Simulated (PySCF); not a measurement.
Bond length, frequency and bond energy of LiSe by level of theory

State: ²Π (doublet), unpaired electrons π ↑. Set-up: basis Li def2-SVP, Se def2-SVP; no relativity; PySCF 2.14. De refers to Li + Se in their high-spin ground configurations, without counterpoise correction. The functionals are run spin-unrestricted. A positive dipole means Li(−)Se(+).

| Level | Re (Å) | ωe (cm⁻¹) | De (eV) | μ (D) |
| --- | --- | --- | --- | --- |
| UHF | 2.299 | 516 | 1.87 | -7.48 |
| UHF-MP2 | 2.291 | 515 | 2.52 | n/a |
| UHF-SCS-MP2 | 2.293 | 512 | 2.49 | n/a |
| UHF-CCSD | 2.293 | 511 | 2.46 | n/a |
| UHF-CCSD(T) | 2.295 | 509 | 2.49 | n/a |
| PBE | 2.276 | 510 | 2.92 | -6.49 |
| BP86 | 2.285 | 503 | 2.97 | -6.60 |
| r²SCAN | 2.284 | 511 | 2.98 | -6.97 |
| B3LYP | 2.268 | 518 | 2.93 | -6.62 |
| PBE0 | 2.270 | 520 | 2.88 | -6.85 |
| M06-2X | 2.275 | 522 | 3.00 | -6.96 |

The bond length runs from 2.268 Å (B3LYP) to 2.299 Å (UHF). De spans 1.87 eV (UHF, mean field) to 3.00 eV (M06-2X, hybrid meta-GGA). Correlation at CCSD(T) changes the Hartree–Fock bond energy by +0.62 eV; the triples alone change it by +0.03 eV.

Correlated steps freeze 9 core orbitals. Correlated levels converge slowly with the basis: in double zeta they bind strong bonds too weakly, by up to about 1 eV, and carry superposition errors of some tenths. Spin–orbit coupling is left out. The state is the lowest determinant that a PBE0 search found; another state may lie lower at other levels.
